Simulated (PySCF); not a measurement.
CuH, SMILES [CuH] (connectivity only; charge and spin as stated), neutral, multiplicity 1.

The structure is a stationary point at PBE0-D3(BJ)/def2-TZVPD. The multiplicity is an assumed one; other spin states were not compared.

All values below come from TDDFT-CAM-B3LYP/def2-TZVPD in PySCF.

Vertical excitations; the highest root listed may be one member of a degenerate set. The molecule is in vacuum. State labels are in the subgroup C2v.

Computed lowest excited states:
```json
[
 {"state": "S1", "symmetry": "A1", "energy (eV)": "2.95", "λ (nm)": "420", "f": "0.033", "main pairs": "HOMO→LUMO 87 %"},
 {"state": "S2", "symmetry": "A1", "energy (eV)": "3.32", "λ (nm)": "374", "f": "0.000", "main pairs": "HOMO−2→LUMO (degenerate set)"},
 {"state": "S3", "symmetry": "A2", "energy (eV)": "3.32", "λ (nm)": "374", "f": "0.000", "main pairs": "HOMO−1→LUMO (degenerate set)"},
 {"state": "S4", "symmetry": "B2", "energy (eV)": "3.53", "λ (nm)": "352", "f": "0.002", "main pairs": "HOMO−3→LUMO (degenerate set)"},
 {"state": "S5", "symmetry": "B1", "energy (eV)": "3.53", "λ (nm)": "352", "f": "0.002", "main pairs": "HOMO−4→LUMO (degenerate set)"},
 {"state": "S6", "symmetry": "B2", "energy (eV)": "5.45", "λ (nm)": "228", "f": "0.147", "main pairs": "HOMO→LUMO+2 (degenerate set)"},
 {"state": "S7", "symmetry": "B1", "energy (eV)": "5.45", "λ (nm)": "228", "f": "0.147", "main pairs": "HOMO→LUMO+1 (degenerate set)"},
 {"state": "S8", "symmetry": "B2", "energy (eV)": "5.90", "λ (nm)": "210", "f": "0.000", "main pairs": "HOMO−2→LUMO+2, HOMO−1→LUMO+1 (degenerate set)"},
 {"state": "S9", "symmetry": "B1", "energy (eV)": "5.90", "λ (nm)": "210", "f": "0.000", "main pairs": "HOMO−2→LUMO+1, HOMO−1→LUMO+2 (degenerate set)"},
 {"state": "S10", "symmetry": "A1", "energy (eV)": "6.08", "λ (nm)": "204", "f": "0.015", "main pairs": "HOMO−5→LUMO 31 %, HOMO−4→LUMO+1 30 %, HOMO−3→LUMO+2 30 %"},
 {"state": "T1", "symmetry": "A1", "energy (eV)": "2.21", "λ (nm)": "561", "f": "0", "main pairs": "HOMO→LUMO 92 %"},
 {"state": "T2", "symmetry": "A1", "energy (eV)": "3.06", "λ (nm)": "405", "f": "0", "main pairs": "HOMO−2→LUMO (degenerate set)"},
 {"state": "T3", "symmetry": "A2", "energy (eV)": "3.06", "λ (nm)": "405", "f": "0", "main pairs": "HOMO−1→LUMO (degenerate set)"},
 {"state": "T4", "symmetry": "B1", "energy (eV)": "3.16", "λ (nm)": "393", "f": "0", "main pairs": "HOMO−4→LUMO 94 %"}
]
```
Triplets are in the Tamm–Dancoff approximation, which puts them higher than full response would, so one can lie above its singlet here.
